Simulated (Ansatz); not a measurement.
Ideal-gas functions of `[NH][GeH2][NH2]` radical at 800 K and 1 bar, from an Ansatz frequency run at PBE0-D4/def2-TZVP.

Molar mass 105.66 g/mol, point group C1 (symmetry number 1), electronic degeneracy 2, moments of inertia 35.052, 76.276, 103.833 u Å². Harmonic wavenumbers (cm⁻¹, unscaled): 112, 210, 255, 462, 524, 641, 657, 713, 735, 862, 899, 929, 1576, 2075, 2137, 3449, 3563, 3660.

Use S(trans) = R[1.5 ln M + 2.5 ln T − 1.1517]; rotational temperatures θ = 24.2544 K / I; S(rot) = R[ln(√π/σ · √(T³/θAθBθC)) + 1.5]; for each mode x = 1.438777 ν̃/T, S = R[x/(eˣ − 1) − ln(1 − e⁻ˣ)] and H = RT x/(eˣ − 1); 1 cm⁻¹ = 0.0119627 kJ/mol; R = 8.31446 J/(mol·K).

Task: By hand: the entropy, in J/(mol·K).

Result: Translation 187.5. Rotation: θ = 0.692, 0.318, 0.2336 K, giving 112.9. Vibration, mode by mode: 21.65, 16.46, 14.87, 10.09, 9.11, 7.58, 7.39, 6.79, 6.57, 5.45, 5.17, 4.95, 1.97, 0.96, 0.88, 0.12, 0.10, 0.09, in all 120.2. Electronic 5.8. Sum 426.4 J/(mol·K).

Task: By hand: H − E and G − E in kJ/mol, counted from the electronic energy.

Result: Zero-point energy ½ × 23459 × 0.0119627 = 140.3; thermal vibration 49.1; translation, rotation and pV give 4 RT = 26.6. H − E = 216.0 kJ/mol, and G − E = 216.0 − 800 × 426.4/1000 = -125.1 kJ/mol.

Vibration gives 28 % of the entropy, 21.7 J/(mol·K) of it from the mode under 150 cm⁻¹: soft modes count most, and the harmonic formula is weakest for them. The sum counts one conformer and one mirror image; others add a mixing term.
